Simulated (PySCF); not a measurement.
A GIAO shielding run with PySCF (density fitting, non-relativistic, gas phase) on SMILES N#CC/C=N\[SiH3], C3H6N2Si:

```
$ OMP_NUM_THREADS=1 python probes_run.py task.json out

{"job": {"kind": "nmr", "xc": "B97-2", "basis": "pcSseg-1", "pop": false}, "charge": 0, "multiplicity": 1}
N     -3.143492     1.747698     0.111023
C     -2.362419     0.919203     0.315959
C     -1.369392    -0.123276     0.531377
C     -0.707666    -0.576700    -0.763592
N      0.508196    -0.845293    -0.932698
Si     1.926531    -0.792786     0.087522
H     -0.619015     0.219748     1.260175
H     -1.879211    -0.995860     0.978519
H     -1.414433    -0.693500    -1.609019
H      2.932502     0.057015    -0.607139
H      1.709288    -0.249572     1.471805
H      2.425312    -2.192393     0.199311
```

Hardware: 1 thread of an Arm Neoverse V1, shared host.

(1) How large is the calculation?

(2) How long does it take, and how much memory does it need?

(3) And these other runs on the same molecule and hardware: GIAO shielding at BHandHLYP/pcSseg-1; GIAO shielding at CAM-B3LYP/pcSseg-1; GIAO shielding at LC-wPBE/pcSseg-1; GIAO shielding at PBE0/6-31G; GIAO shielding at PBE0/STO-3G; GIAO shielding at PBE0/pcSseg-1?

Answers

(1) 52 electrons, 139 basis functions and 734 auxiliary functions.

(2) 15 s of wall time, with 14 SCF cycles and 5 response iterations; peak memory 0.72 GiB. Times on a shared host scatter by some tens of per cent.

(3) BHandHLYP/pcSseg-1: 139 functions, 14 s; CAM-B3LYP/pcSseg-1: 139 functions, 17 s; LC-wPBE/pcSseg-1: 139 functions, 24 s; PBE0/6-31G: 70 functions, 6.8 s; PBE0/STO-3G: 40 functions, 3.6 s; PBE0/pcSseg-1: 139 functions, 12 s.
